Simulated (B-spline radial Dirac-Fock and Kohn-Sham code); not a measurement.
**Subshell cross sections of V⁵⁺, photon energy Cu Kα (8047.8 eV)**

System: the V⁵⁺ ion, 1s2 2s2 2p6 3s2 3p6.

Method: the independent-particle Dirac-Slater model, thresholds from Dirac-Fock. Computed with a radial atomic solver. The asymmetry parameter β is from the dipole term alone. Kinetic energies are from the vacuum level.

The last column is dσ/dΩ = σ/(4π) · [1 − (β/2) P₂(cos θ)] at θ = 0° from the beam of unpolarised light.

```csv
subshell,electrons,binding (eV),kinetic (eV),σ (kb),β,dσ/dΩ (kb/sr)
1s,2,5564.6,2483.2,?,?,?
2s,2,731.4,7316.4,1.17,2.00,≈ 0
2p1/2,2,623.1,7424.7,0.212,0.73,0.0107
2p3/2,4,616.2,7431.6,0.396,0.72,0.0203
3s,2,161.7,7886.1,0.180,2.00,≈ 0
3p1/2,2,127.9,7919.9,0.0309,0.69,0.00161
3p3/2,4,127.0,7920.8,0.0580,0.67,0.00306
```

Problem. What are σ and β for 1s?

Solution. σ = 16.6 kb, the largest of all subshells and 89 % of the total, and β = 2.00, which gives dσ/dΩ = 0.000231 kb/sr.
